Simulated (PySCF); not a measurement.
Br4Zr, singlet, geometry from GFN2-xTB (such geometries of metal compounds can be far from the true shape) (core potentials on Zr); BLYP/def2-SVP run with PySCF.

The PySCF input:
```python
from pyscf import gto, scf, dft

mol = gto.M(
    atom='''
Zr    0.000000    0.000000    0.000000
Br    1.955118   -0.532721   -1.437666
Br    0.753255    0.283484    2.350618
Br   -1.059769    2.103970   -0.789531
Br   -1.648603   -1.854733   -0.123421
''',
    basis='def2-svp',
    ecp={'Zr': 'def2-svp'},
    charge=0,
    spin=0,
    verbose=4,
)

mf = dft.RKS(mol)
mf.xc = 'blyp'
mf.kernel()
mf.analyze()
```

What the program printed (banner, timings and long lists left out):

```
PySCF version 2.14.0

[INPUT] verbose = 4
[INPUT] num. atoms = 5
[INPUT] num. electrons = 152
[INPUT] charge = 0
[INPUT] spin (= nelec alpha-beta = 2S) = 0
[INPUT] symmetry False subgroup None
[INPUT] Mole.unit = angstrom
[INPUT] Symbol           X                Y                Z      unit          X                Y                Z       unit  Magmom
[...]
nuclear repulsion = 1316.44191227783
number of shells = 59
number of NR pGTOs = 353
number of NR cGTOs = 159
basis = def2-svp
ecp = {'Zr': 'def2-svp'}

******** <class 'pyscf.dft.rks.RKS'> ********
method = RKS
initial guess = minao
damping factor = 0
level_shift factor = 0
DIIS = <class 'pyscf.scf.diis.CDIIS'>
diis_start_cycle = 1
diis_space = 8
diis_damp = 0
SCF conv_tol = 1e-09
SCF conv_tol_grad = None
SCF max_cycles = 50
direct_scf = True
direct_scf_tol = 1e-13
XC library pyscf.dft.libxc version 7.1.2
    S. Lehtola, C. Steigemann, M. J. T. Oliveira, and M. A. L. Marques,  SoftwareX 7, 1–5 (2018)
XC functionals = blyp
    A. D. Becke,  Phys. Rev. A 38, 3098 (1988)
    C. Lee, W. Yang, and R. G. Parr,  Phys. Rev. B 37, 785 (1988)
    B. Miehlich, A. Savin, H. Stoll, and H. Preuss,  Chem. Phys. Lett. 157, 200 (1989)
radial grids:
    Treutler-Ahlrichs [JCP 102, 346 (1995); DOI:10.1063/1.469408] (M4) radial grids

becke partition: Becke, JCP 88, 2547 (1988); DOI:10.1063/1.454033
pruning grids: <function nwchem_prune>
grids dens level: 3
symmetrized grids: False
atomic radii adjust function: <function treutler_atomic_radii_adjust>
small_rho_cutoff = 0
Set gradient conv threshold to 3.16228e-05
Initial guess from minao.
tot grids = 104088
init E= -10332.8777876369
[...]
cycle= 1 E= -10339.0172531587  delta_E= -6.14  |g|= 3.87  |ddm|= 5.35

WARN: HOMO 0.0789818753179588 == LUMO 0.0789827702301876

cycle= 2 E= -10316.5837867539  delta_E= 22.4  |g|=  5.5  |ddm|= 18.1
[...]
cycle= 3 E= -10336.3501548704  delta_E= -19.8  |g|= 4.83  |ddm|= 18.3
[...]
cycle= 4 E= -10328.9440996495  delta_E= 7.41  |g|= 5.69  |ddm|= 4.18
[...]
cycle= 5 E= -10340.3512151835  delta_E= -11.4  |g|= 3.11  |ddm|= 5.56
[...]
cycle= 6 E= -10340.7908916803  delta_E= -0.44  |g|= 2.74  |ddm|= 3.25
[...]
cycle= 7 E= -10342.5458556254  delta_E= -1.75  |g|= 0.979  |ddm|= 3.04
[...]
cycle= 8 E= -10342.5748306224  delta_E= -0.029  |g|= 0.909  |ddm|= 1.71
[...]
cycle= 9 E= -10342.8061356632  delta_E= -0.231  |g|= 0.138  |ddm|= 1.03
[...]
cycle= 10 E= -10342.8101882679  delta_E= -0.00405  |g|= 0.0534  |ddm|= 0.209
[...]
cycle= 11 E= -10342.810814075  delta_E= -0.000626  |g|= 0.0232  |ddm|= 0.0963
[...]
cycle= 12 E= -10342.8109738901  delta_E= -0.00016  |g|= 0.00634  |ddm|= 0.037
[...]
cycle= 13 E= -10342.8109872592  delta_E= -1.34e-05  |g|= 0.00135  |ddm|= 0.0101
[...]
cycle= 14 E= -10342.8109876649  delta_E= -4.06e-07  |g|= 0.000593  |ddm|= 0.00195
[...]
cycle= 15 E= -10342.8109877557  delta_E= -9.08e-08  |g|= 0.000101  |ddm|= 0.000709
[...]
cycle= 16 E= -10342.8109877588  delta_E= -3.11e-09  |g|= 1.7e-05  |ddm|= 0.000137
[...]
cycle= 17 E= -10342.8109877588  delta_E= 5.09e-11  |g|= 2.01e-05  |ddm|= 4.27e-05
[...]
Extra cycle  E= -10342.8109877575  delta_E= 1.31e-09  |g|= 6.73e-05  |ddm|= 9.9e-05
converged SCF energy = -10342.8109877575
**** SCF Summaries ****
Total Energy =                      -10342.810987757482508
Nuclear Repulsion Energy =            1316.441912277827441
One-electron Energy =               -17034.323103840208205
Two-electron Energy =                 5375.070203804898483
Two-electron Coulomb Energy =         5746.381203772037225
DFT Exchange-Correlation Energy =     -371.310999967139082
HOMO-LUMO gap [eV] =                     3.999313056356932
**** MO energy ****
[...]
Dipole moment(X, Y, Z, Debye): -0.00033, -0.00002, -0.00003
```
